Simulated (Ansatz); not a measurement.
`C[S][GeH3]` + `[SH][GeH3]` → `[GeH3][S][GeH3]` + CH₃SH at 298.15 K and 1 bar (ligand exchange at a Ge–S bond).

Gas-phase electronic energies from Ansatz, PBE0-D4/def2-TZVP geometries. CBS: MP2 limit from def2 TZ/QZ plus the TZ coupled-cluster correction, frozen cores. This one scheme is used for every species. For Ge outer-core shells are correlated without core-valence functions, which leaves a few kJ/mol of doubt a bond. Scalar relativity is left out up to krypton.

```
          species  CCSD(T)/CBS energy (Eh)  H − E (kJ/mol)  S (J/(mol·K))
     `C[S][GeH3]`              -2515.55711           181.3          324.6
     `[SH][GeH3]`              -2476.30083            99.2          286.9
`[GeH3][S][GeH3]`              -4553.63258           148.7          358.4
            CH₃SH               -438.22835           133.0          253.2
```

H − E and S are ideal-gas, rigid-rotor, harmonic terms from PBE0-D4/def2-TZVP. 1 Eh = 2625.50 kJ/mol, R = 8.31446 J/(mol·K).

**Question.** By hand: ΔE, ΔH, ΔS and ΔG.

**Answer.** ΔE = (-4553.63258) + (-438.22835) − (-2515.55711) − (-2476.30083) = -0.00299 Eh = -7.9 kJ/mol. Δ(H − E) = 148.7 + 133.0 − 181.3 − 99.2 = 1.2, so ΔH = -6.7 kJ/mol. ΔS = 358.4 + 253.2 − 324.6 − 286.9 = 0.1 J/(mol·K). ΔG = -6.7 − 298.15 × (0.1)/1000 = -6.7 kJ/mol.

**Question.** By hand: the equilibrium constant, and the temperature at which ΔG would vanish if ΔH and ΔS stayed fixed.

**Answer.** log₁₀ K = −ΔG/(RT ln 10) = 1.2. ΔH and −TΔS have one sign here, so there is no such temperature. One of them is within its doubt of zero, so this could turn.

The number of gas molecules stays the same, so ΔS is small and ΔH decides. A doubt of 5 kJ/mol in ΔE shifts log₁₀ K by 0.9 here. Modes under 60 cm⁻¹, often nearly free rotors, make the harmonic entropy too high. These are equilibria of isolated gas molecules and say nothing of rates. Largest T1 diagnostic: 0.011 (customary marks: 0.02 for closed shells, 0.045 for open ones).
